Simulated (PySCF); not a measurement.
# Calculated NMR data

Rapidly exchanging positions averaged, non-relativistic Hamiltonian, one computed conformer, gas phase. GFN2-xTB structure; shielding tensors at PBE0/pcSseg-1 (GIAO); PySCF 2.14.

δ = σ(ref) − σ, references computed at the same level: 1H, 13C against TMS. Splittings of carbon signals by F and P are missing where no couplings were computed. Where no couplings were computed, multiplicities follow the n + 1 count of equivalent neighbours, and m marks all less simple cases (inequivalent or close neighbours, rings, F or P nearby). Shifts are as computed. Against solution values, carbons near 30 ppm lie about +3 ppm off and those near 130 ppm about +5 ppm. Of 1211 compounds with measured shifts, 218 miss one by over three times the rms of a fit or turn the order of signals round; such compounds aren't used in these exercises.

**1.** SMILES [SiH3]c1ccnn1C1CC1, C6H10N2Si. 1H NMR (600 MHz, computed): δ 7.56 (m, 1H), 6.55 (m, 1H), 4.59 (s, 3H), 3.39 (m, 1H), 1.60 (m, 2H), 0.93 (m, 2H). 13C{1H} NMR (computed): δ 142.0, 132.8, 121.8, 35.1, 10.7.

**2.** `COC(=O)C#CC(F)(F)C(F)(F)F`, C6H3F5O2. 1H NMR (600 MHz, computed): δ 4.06 (s, 3H). 13C{1H} NMR (computed): δ 157.9 (C), 128.1 (C), 112.3 (C), 89.9 (C), 77.5 (C), 54.8 (CH3).
